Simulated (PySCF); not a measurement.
## Xe⁺ (xenon, charge +1) across methods

[Kr] 4d10 5s1 5p6, 2S determinant (an excited configuration). Computed with PySCF 2.14 in x2c-QZVPPall (13s9p7d4f1g, 112 functions), with scalar relativity by spin-free X2C-1e.

```
   method  E (hartree)  mean ε 5s α (eV)  mean ε 5p α (eV)  mean ε 5p β (eV)  Σ⟨r²⟩ (bohr²)   ⟨S²⟩
      UHF  -7442.59487           -38.941           -22.895           -19.878          52.71  0.763
      LDA     -7438.98           -30.375           -18.046           -17.435          51.66  0.751
     PBE0     -7445.27           -32.614           -19.403           -18.194          51.81  0.752
  wB97M-V     -7445.12           -35.236           -21.601           -20.340          52.03  0.752
BHandHLYP     -7445.60           -34.867           -20.653           -18.975          52.14  0.754
      M06     -7445.76           -32.167           -19.185           -17.837          51.95  0.753
      PBE     -7445.22           -30.165           -17.921           -17.218          51.77  0.751
   r2SCAN     -7445.63           -31.080           -18.413           -17.431          51.77  0.753
```
